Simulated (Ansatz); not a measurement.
`O[SiH](F)[SiH2]I` → `O[Si]F` + `[SiH3]I` at 600 K and 1 bar (silylene formation by 1,1-elimination).

Calculated with Ansatz (gas phase, PBE0-D4/def2-TZVP geometries, no zero-point term in ΔE). CCSD(T)/CBS is the MP2 limit (def2-TZVPP, def2-QZVPP) plus CCSD(T) − MP2 in def2-TZVPP, frozen cores. This one scheme is used for every species. def2 core potentials past Kr. For I outer-core shells are correlated without core-valence functions, which leaves a few kJ/mol of doubt a bond. One conformer a species, not always the lowest.

```
           species  CCSD(T)/CBS energy (Eh)  H − E (kJ/mol)  S (J/(mol·K))
`O[SiH](F)[SiH2]I`              -1053.12682           182.9          483.9
          `O[Si]F`               -464.72778            73.4          309.1
         `[SiH3]I`               -588.34840            98.3          316.4
```

H − E and S are ideal-gas, rigid-rotor, harmonic terms from PBE0-D4/def2-TZVP, for one conformer and one mirror image of each species. 1 Eh = 2625.50 kJ/mol, R = 8.31446 J/(mol·K).

**Question.** By hand: ΔE, ΔH, ΔS and ΔG.

**Answer.** ΔE = (-464.72778) + (-588.34840) − (-1053.12682) = 0.05064 Eh = 133.0 kJ/mol. Δ(H − E) = 73.4 + 98.3 − 182.9 = -11.2, so ΔH = 121.8 kJ/mol. ΔS = 309.1 + 316.4 − 483.9 = 141.6 J/(mol·K). ΔG = 121.8 − 600 × (141.6)/1000 = 36.8 kJ/mol.

**Question.** By hand: the equilibrium constant, and the temperature at which ΔG would vanish if ΔH and ΔS stayed fixed.

**Answer.** log₁₀ K = −ΔG/(RT ln 10) = -3.2. ΔG = 0 at ΔH/ΔS = 860 K.

The number of gas molecules changes by +1, which sets the sign of ΔS. A doubt of 5 kJ/mol in ΔE shifts log₁₀ K by 0.4 here. Other conformers and mirror images would add mixing entropy, several J/(mol·K) or more a flexible species. Modes under 60 cm⁻¹, often nearly free rotors, make the harmonic entropy too high. These are equilibria of isolated gas molecules and say nothing of rates. Largest T1 diagnostic: 0.015 (customary marks: 0.02 for closed shells, 0.045 for open ones).
